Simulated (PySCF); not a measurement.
C5H6OS2.
SMILES with atom numbers: `[CH3:1][CH2:2][c:3]1[cH:4][s:5][c:6](=[S:7])[o:8]1`

Cartesian coordinates in Å at the GFN2-xTB level; atoms count from 1:
```
atom  x, y, z in Å
C1    -1.8608   -0.5027    0.4492
C2    -1.0720    0.2115   -0.6500
C3     0.3698    0.3084   -0.2821
C4     1.0880    1.3866    0.0601
S5     2.7310    0.9563    0.4453
C6     2.3401   -0.7381    0.1124
S7     3.3588   -1.9955    0.2202
O8     1.0646   -0.8602   -0.2516
H9    -1.4715   -1.5066    0.5976
H10   -1.7862    0.0436    1.3865
H11   -2.9082   -0.5729    0.1697
H12   -1.1580   -0.3523   -1.5810
H13   -1.4625    1.2164   -0.8083
H14    0.7662    2.4050    0.1100
```

Definitions: NICS(0) = −σiso at the ring centroid; NICS(1) = −σiso and NICS(1)zz = −σzz at ±1 Å along the ring normal z. Level: GIAO PBE0/pcSseg-1 (PySCF, non-relativistic, gas phase) on the GFN2-xTB geometry, one conformer.

Ring bond lengths (Å), with Mayer bond orders in brackets: C3–C4 1.340 (1.63), C4–S5 1.741 (1.09), S5–C6 1.770 (1.06), C6–O8 1.332 (1.07), O8–C3 1.360 (0.98).

Question: Give the NICS values of each ring in ppm.

Answer: 
```json
{"ring": "C3–C4–S5–C6–O8", "type": "5-membered ring with O and S; bonds drawn aromatic by RDKit's count", "NICS(0)": "-7.8", "NICS(1), two faces": "-6.0 / -6.0", "NICS(1)zz, two faces": "-9.7 / -10.1", "rms pucker (Å)": "0.00", "centre to ring atoms, mean (Å)": "1.28"}
```

Question: What can be read from them?

Answer: 
- C3–C4–S5–C6–O8: mean NICS(1)zz -9.9 ppm, shielded. That is too small in size for a clear verdict by the NICS criterion.

Question: How equal are the bonds by HOMA? HOMA = 1 − mean of α(R − Ropt)² over the ring bonds, with Krygowski's 1993 parameters (CC: Ropt 1.388 Å, α 257.7 Å⁻²; CO: Ropt 1.265 Å, α 157.38 Å⁻²; CS: Ropt 1.677 Å, α 94.09 Å⁻²).

Answer: 
- C3–C4–S5–C6–O8: HOMA 0.21; the largest term is that of O8–C3, α(R − Ropt)² = 1.42.

Question: What is the mean of the two in-plane components of NICS at the first NICS(1) probe listed for ring C3–C4–S5–C6–O8, 1 Å off the ring?

Answer: The isotropic value is a third of the trace: (3 × -6.0 − (-9.7))/2 = -4.2 ppm.

Question: List the ring angles and the Hirshfeld charges of the ring atoms.

Answer: 
- C3–C4–S5–C6–O8: C3 114.3° (+0.077 e), C4 111.3° (-0.102 e), S5 89.2° (+0.102 e), C6 110.5° (+0.056 e), O8 114.6° (-0.047 e); sum 540.0° against 540° for a flat convex ring.

Question: How shielded are the nuclei of the rings and their hydrogens (means over atoms taken as equivalent)?

Answer: 
| atoms | environment | σ isotropic (ppm) | principal values of the symmetric part, first atom (ppm) |
| --- | --- | --- | --- |
| C3 | unsaturated ring carbon | 23.6 | -66.9, 57.4, 80.4 |
| C4 | unsaturated ring CH carbon | 75.2 | 0.6, 95.3, 129.7 |
| S5 | ring sulfur | 241.1 | -122.4, 386.8, 459.0 |
| C6 | thiocarbonyl carbon | -23.2 | -170.7, 46.5, 54.6 |
| O8 | ring oxygen | -6.3 | -165.9, -14.9, 161.9 |
| H14 | hydrogen on carbon | 25.85 | 22.9, 26.7, 28.0 |

On Arm Neoverse N1, one thread, no GPU, on a shared host, this took 41 s of wall time and 0.76 GiB of memory at its peak. This is the whole shielding run at PBE0/pcSseg-1, SCF included.
